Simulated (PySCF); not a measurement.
# Ne²⁺: excitation energy

Ne²⁺ [He] 2s2 2p4 (3P) → Ne²⁺ [He] 2s2 2p3 3s1, s spin flipped, as a difference of total energies. All numbers are calculated (PySCF 2.14, the non-relativistic Hamiltonian (point nucleus), in aug-cc-pVQZ (6s5p4d3f2g, 80 functions)). Correlated levels: valence: 1s2 frozen. The calculations carry no spin-orbit coupling.

```tsv
method	excitation energy (cm⁻¹)
UHF	308470
MP2 (valence)	316390
SCS-MP2 (valence)	317640
```

The upper determinant mixes two multiplicities, so it lies between the two terms.

The promoted electron is Rydberg-like, and one or two diffuse shells describe it only roughly, which tends to raise the upper state.

The coupled-cluster amplitudes are large for the upper state (T1 above 0.03 or a double amplitude above 0.15), so a single reference is strained.
